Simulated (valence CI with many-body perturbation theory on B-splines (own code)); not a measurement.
**Level structure of W XXVI**

Calculated by relativistic CI+MBPT: three valence electrons over a frozen Dirac-Fock core [Kr] 4d10, radial functions for each j: 7 s, 7 p, 7 d, 7 f, 4 g, 2 h, with the one-electron correlation potential Σ1 (screened to all orders), the two-electron term Σ2, the three-electron term Σ3, Breit, model QED; selected single and double excitations, second order for the rest, scaled by the run's own slope (own B-spline code, finite nucleus).

No measured spectrum was set against this ion. As an estimate, terms of the open shell hold to a few per cent of their energy, and close levels can change places. Excitations out of the core, of the other parity, are not computed and may begin above about 162 eV (a cautious bound); beyond it only levels of the ground parity were kept, without lifetimes.

Levels 1 to 45 of 136, with energies above the lowest level, 4f³ ⁴I°_9/2. "Leading %" is the weight of the configuration and term that name the level; weights of strongly mixed levels are sums over their largest components and can fall short.

| No. | Configuration | Term | J | E (cm⁻¹) | Leading % | g | Second component |
| --- | --- | --- | --- | --- | --- | --- | --- |
| 1 | 4f³ | ⁴I° | 9/2 | 0 | 83 | 0.759 | 16 % 4f³ ²H° |
| 2 | 4f³ | ⁴I° | 11/2 | 20218 | 95 | 0.969 | 5 % 4f³ ²H° |
| 3 | 4f³ | ⁴F° | 3/2 | 35089 | 63 | 0.619 | 26 % 4f³ ²D° |
| 4 | 4f³ | ⁴I° | 13/2 | 37259 | 92 | 1.092 | 7 % 4f³ ²K° |
| 5 | 4f³ | ²H° | 9/2 | 44330 | 37 | 1.010 | 33 % 4f³ ²G° |
| 6 | 4f³ | ⁴F° | 5/2 | 48741 | 73 | 0.981 | 12 % 4f³ ⁴G° |
| 7 | 4f³ | ⁴I° | 15/2 | 51862 | 80 | 1.168 | 18 % 4f³ ²K° |
| 8 | 4f³ | ⁴S° | 3/2 | 54310 | 62 | 1.607 | 22 % 4f³ ²P° |
| 9 | 4f³ | ⁴F° | 7/2 | 55029 | 50 | 1.071 | 42 % 4f³ ²G° |
| 10 | 4f³ | ⁴G° | 5/2 | 56519 | 76 | 0.671 | 14 % 4f³ ⁴F° |
| 11 | 4f³ | ⁴G° | 7/2 | 66040 | 67 | 1.042 | 24 % 4f³ ⁴F° |
| 12 | 4f³ | ⁴F° | 9/2 | 70244 | 62 | 1.181 | 26 % 4f³ ²H° |
| 13 | 4f³ | ²K° | 13/2 | 72072 | 88 | 0.950 | 8 % 4f³ ⁴I° |
| 14 | 4f³ | ²H° | 11/2 | 72250 | 69 | 1.113 | 22 % 4f³ ⁴G° |
| 15 | 4f³ | ²D° | 3/2 | 79448 | 31 | 1.149 | 24 % 4f³ ⁴S° |
| 16 | 4f³ | ²G° | 7/2 | 80900 | 51 | 0.997 | 24 % 4f³ ⁴F° |
| 17 | 4f³ | ²P° | 1/2 | 82458 | 63 | 0.416 | 37 % 4f³ ⁴D° |
| 18 | 4f³ | ⁴G° | 9/2 | 82949 | 84 | 1.129 | 14 % 4f³ ²H° |
| 19 | 4f³ | ²K° | 15/2 | 84757 | 42 | 1.034 | 41 % 4f³ ²L° |
| 20 | 4f³ | ²D° | 5/2 | 88650 | 48 | 1.203 | 37 % 4f³ ⁴D° |
| 21 | 4f³ | ²H° | 11/2 | 92669 | 56 | 1.097 | 23 % 4f³ ⁴G° |
| 22 | 4f³ | ⁴D° | 3/2 | 95699 | 43 | 1.094 | 38 % 4f³ ²D° |
| 23 | 4f³ | ²D° | 5/2 | 97725 | 71 | 1.209 | 19 % 4f³ ⁴D° |
| 24 | 4f³ | ²G° | 9/2 | 102270 | 46 | 1.104 | 28 % 4f³ ²H° |
| 25 | 4f³ | ²I° | 11/2 | 102460 | 52 | 1.082 | 44 % 4f³ ⁴G° |
| 26 | 4f³ | ⁴D° | 1/2 | 108220 | 63 | 0.241 | 37 % 4f³ ²P° |
| 27 | 4f³ | ²D° | 3/2 | 113290 | 46 | 1.052 | 28 % 4f³ ²P° |
| 28 | 4f³ | ²I° | 13/2 | 113540 | 95 | 1.067 | 5 % 4f³ ²K° |
| 29 | 4f³ | ²L° | 15/2 | 114100 | 57 | 0.997 | 40 % 4f³ ²K° |
| 30 | 4f³ | ⁴D° | 7/2 | 114820 | 92 | 1.401 | 6 % 4f³ ²F° |
| 31 | 4f³ | ²L° | 17/2 | 117150 | 100 | 1.056 |  |
| 32 | 4f³ | ²H° | 9/2 | 117970 | 71 | 0.973 | 19 % 4f³ ²G° |
| 33 | 4f³ | ²F° | 5/2 | 126950 | 50 | 1.050 | 33 % 4f³ ⁴D° |
| 34 | 4f³ | ²D° | 3/2 | 132090 | 58 | 0.996 | 21 % 4f³ ⁴D° |
| 35 | 4f³ | ²H° | 11/2 | 135440 | 65 | 1.068 | 24 % 4f³ ²I° |
| 36 | 4f³ | ²F° | 7/2 | 148830 | 86 | 1.141 | 6 % 4f³ ⁴D° |
| 37 | 4f³ | ²D° | 5/2 | 150740 | 57 | 1.096 | 31 % 4f³ ²F° |
| 38 | 4f³ | ²G° | 9/2 | 159930 | 93 | 1.096 | 7 % 4f³ ²H° |
| 39 | 4f³ | ²G° | 7/2 | 163690 | 88 | 0.917 | 11 % 4f³ ²F° |
| 40 | 4f³ | ²F° | 7/2 | 219790 | 90 | 1.126 | 7 % 4f³ ²G° |
| 41 | 4f³ | ²F° | 5/2 | 226050 | 99 | 0.856 |  |
| 42 | 4f²5s | ⁴H | 7/2 | 900770 | 90 | 0.687 | 9 % 4f²5s ²G |
| 43 | 4f²5s | ⁴H | 9/2 | 906210 | 57 | 0.969 | 30 % 4f²5s ²H |
| 44 | 4f²5s | ⁴F | 3/2 | 919110 | 88 | 0.446 | 11 % 4f²5s ²D |
| 45 | 4f²5s | ⁴F | 5/2 | 923600 | 65 | 1.014 | 22 % 4f²5s ²F |

Names give the largest LS component (configuration and term), which can be under half, so a name can repeat, a term be missing and a line seem to break the LS rules; names also repeat where a configuration has a term twice.

Where two levels of one J and parity lie close, their mixing, g and order are uncertain.

The ionisation energy to 4f² ³H4 of the next ion comes out as 783.35 eV (NIST: 784.4 ± 1.9 eV (semi-empirical)). All 136 levels together are meant to be complete up to 1303300 cm⁻¹.
